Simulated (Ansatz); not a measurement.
Ansatz results at the PBE0-D4/def2-TZVP geometry: size of the dipole moment (ωB97M-V/def2-TZVPP) 2.21 D; ideal-gas entropy at 298 K and 1 bar (rigid rotor, harmonic PBE0-D4/def2-TZVP) 376 J/(mol·K); HOMO–LUMO gap (B3LYP/def2-TZVPP) 7.29 eV.

(1) Which molecule gave them?
A. `[OH][Ge]([OH])([F])[F]`
B. `N#[C][Ge]([Cl])([Cl])[Cl]`
C. `C[S][Ge]([CH3])([F])[F]`
D. `[CH3][GeH]([OH])[F]`

Results:

(1) B. The others give `C[S][Ge]([CH3])([F])[F]`: 3.74, 411, 6.62; `[CH3][GeH]([OH])[F]`: 1.89, 334, 8.96; `[OH][Ge]([OH])([F])[F]`: 0.01, 340, 8.68.

B3LYP here is the variant with VWN-RPA as its local correlation; programs differ in this.
